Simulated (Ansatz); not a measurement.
Basis-set extrapolation for CH5NSSi (`[SiH3]/N=C\S`) (PBE0-D4/def2-TZVP geometry, frozen core, Ansatz). Multiplicity 1, RHF reference.

```csv
,def2-TZVPP,def2-QZVPP
HF,-781.745431,-781.770326
MP2 correlation,-0.663874,-0.713117
CCSD(T) correlation,-0.740775,not run
```

Energies in hartree. Use E(X) = E(∞) + A·exp(−7.88·√X) for Hartree–Fock and E(X) = E(∞) + B·X^(−2.97) for correlation, with X = 3 and 4, and add CCSD(T) minus MP2 of the smaller set to the MP2 limit.

Task: What is the CCSD(T) energy at the basis-set limit?

Result: HF limit: -781.770326 + (-0.024895) × 0.13774 = -781.77376. MP2 limit: -0.713117 + (-0.049243) × 0.74074 = -0.74959. Higher-order term: -0.740775 − (-0.663874) = -0.07690. Total: -782.60025 hartree, 3.10 eV below CCSD(T)/def2-TZVPP.
